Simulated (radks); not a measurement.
Values are calculated unless marked as measured or tabulated.
Task: Code: a radial shooting solver on a logarithmic mesh with Libxc functionals. Model: scalar-relativistic Kohn-Sham, PBE, spin-polarised, spherical densities, finite nucleus; open shells are filled with parallel spins first (spin-orbit coupling, left out, can overturn this in heavy ions); Fermi nuclear charge, rms radius of each element as measured or else 0.836 A^(1/3) + 0.57 fm. Response by self-consistent Sternheimer equations with the Hartree and adiabatic LDA kernel, the relativistic mass of each level held fixed and spin-orbit coupling left out. For heavy and open-shell atoms this level of theory can miss by tens of per cent. Rank I, Cs, Se, Sn+, Mo2+, Tm3+, Al (NIST ground configurations) by static dipole polarisability, largest first.

Result: Cs 404.8, Al 66.70, I 34.51, Se 27.93, Sn+ 27.00, Mo2+ 10.47, Tm3+ 4.867 bohr^3.
